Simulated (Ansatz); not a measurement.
Computed with frozen-core CCSD(T)/cc-pVTZ // B3LYP-D3(BJ)/def2-TZVP run with Ansatz (a program for electronic structure).

Ansatz 0.2 input:
```yaml
crystal:
  periodic: [false, false, false]
  atoms:
    - { symbol: C, position_ang: [1.939681, -0.232052, -0.188856] }
    - { symbol: Al, position_ang: [0.000418, -0.00003, -0.001974] }
    - { symbol: C, position_ang: [-0.754123, 1.794477, 0.242927] }
    - { symbol: C, position_ang: [-1.18491, -1.562561, -0.057905] }
    - { symbol: H, position_ang: [2.492724, 0.709391, -0.171325] }
    - { symbol: H, position_ang: [2.335055, -0.863279, 0.614317] }
    - { symbol: H, position_ang: [2.185412, -0.745969, -1.124069] }
    - { symbol: H, position_ang: [-0.282757, 2.3099, 1.086032] }
    - { symbol: H, position_ang: [-1.832709, 1.79153, 0.413741] }
    - { symbol: H, position_ang: [-0.561751, 2.418055, -0.637078] }
    - { symbol: H, position_ang: [-1.708558, -1.685305, 0.896502] }
    - { symbol: H, position_ang: [-0.661089, -2.497389, -0.268114] }
    - { symbol: H, position_ang: [-1.965441, -1.438543, -0.815669] }
basis:
  gaussian: { orbitals: cc-pVTZ }
correlation:
  method: ccsd_t
```

Output:

```
Functional definition: HF
1390 factors; integrals over basis functions are off by at most 1.1e-3 eV
mean field evaluation 1: about -9814.3827 eV, gradient 4.1e1 eV
mean field evaluation 2: about -9814.4703 eV, gradient 4.1e1 eV
mean field evaluation 4: about -9818.6134 eV, gradient 2.9e0 eV
mean field evaluation 8: about -9818.6589 eV, gradient 6.9e-2 eV
mean field evaluation 16: about -9817.8630 eV, gradient 1.6e1 eV
mean field -9818.65897258 eV, -360.8290619163 hartree, gradient 2.8e-6 eV, S^2 0.000000; 0 other end points of the search recorded, 0 dependent functions left out
8 core orbitals not correlated
reference -9818.65897258 eV, -360.8290619163 hartree; 12, 12 occupied and 230, 230 virtual orbitals, 1390 factors
second order -17.00837753 eV of doubles, -0.00000000 eV of singles
cycle   1  -17.92948501 eV  change   -9.2e-1 eV  update   7.7e-2
cycle   2  -18.34466429 eV  change   -4.2e-1 eV  update   2.3e-2
cycle   3  -18.39675074 eV  change   -5.2e-2 eV  update   7.9e-3
cycle   4  -18.39508919 eV  change    1.7e-3 eV  update   2.0e-3
cycle   5  -18.39484995 eV  change    2.4e-4 eV  update   6.2e-4
cycle   6  -18.39470309 eV  change    1.5e-4 eV  update   1.8e-4
cycle   7  -18.39467793 eV  change    2.5e-5 eV  update   5.0e-5
cycle   8  -18.39468699 eV  change   -9.1e-6 eV  update   1.8e-5
perturbative correction -0.68075644 eV, -0.0250173377 hartree
Total energy: -9837.73441601 eV, -361.5300715326 hartree
```

Cost: around 6 core-minutes (rough).
